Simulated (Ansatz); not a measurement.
Ansatz (a program for electronic structure) input (PBE0/def2-TZVPD):

Ansatz 0.2 input:
```yaml
crystal:
  periodic: [false, false, false]
  atoms:
    - {symbol: Cu, position_ang: [-0.00000000, 0.00000000, -0.00000000]}
    - {symbol: N, position_ang: [-1.14642724, -0.52334862, 1.47234793]}
    - {symbol: H, position_ang: [-1.54005506, 0.28193846, 1.95593459]}
    - {symbol: H, position_ang: [-0.64633728, -1.06979498, 2.17134194]}
    - {symbol: H, position_ang: [-1.93216405, -1.09228096, 1.16215464]}
    - {symbol: N, position_ang: [1.14642724, 0.52334862, -1.47234793]}
    - {symbol: H, position_ang: [0.92437192, 1.45535556, -1.81780520]}
    - {symbol: H, position_ang: [1.06468791, -0.11067920, -2.26519950]}
    - {symbol: H, position_ang: [2.12949655, 0.53546112, -1.20642647]}
basis:
  gaussian:
    orbitals: def2-TZVPD
hamiltonian:
  xc: {name: PBE0}
total_charge: 1
magnetization: {spin_polarized: true, initial_magnetization: 2}
```

Output:

```
Functional definition: PBE0
integrals: 0.09 GiB planned
1212 factors; their error is unknown
mean field: 1.13 GiB planned
mean field evaluation 1: about -47678.9607 eV, gradient 9.5e1 eV
mean field evaluation 2: about -46840.1767 eV, gradient 4.3e2 eV
mean field evaluation 4: about -47700.3580 eV, gradient 1.1e1 eV
mean field evaluation 8: about -47701.5352 eV, gradient 1.2e-1 eV
mean field evaluation 16: about -47701.6414 eV, gradient 4.4e-3 eV
mean field evaluation 32: about -47701.5194 eV, gradient 1.9e0 eV
mean field -47701.64135143 eV, -1753.0029863312 hartree, gradient 4.7e-5 eV, S^2 2.001818; 6 other end points of the search recorded, 0 dependent functions left out
reference -47701.64140126 eV, -1753.0029881624 hartree; 25, 23 occupied and 151, 153 virtual orbitals, 1212 factors
Total energy: -47701.64140126 eV, -1753.0029881624 hartree
```

This state (charge 1, triplet) is run at the relaxed geometry of the species with charge 1 and multiplicity 1, and is a spin state other than that species' own.
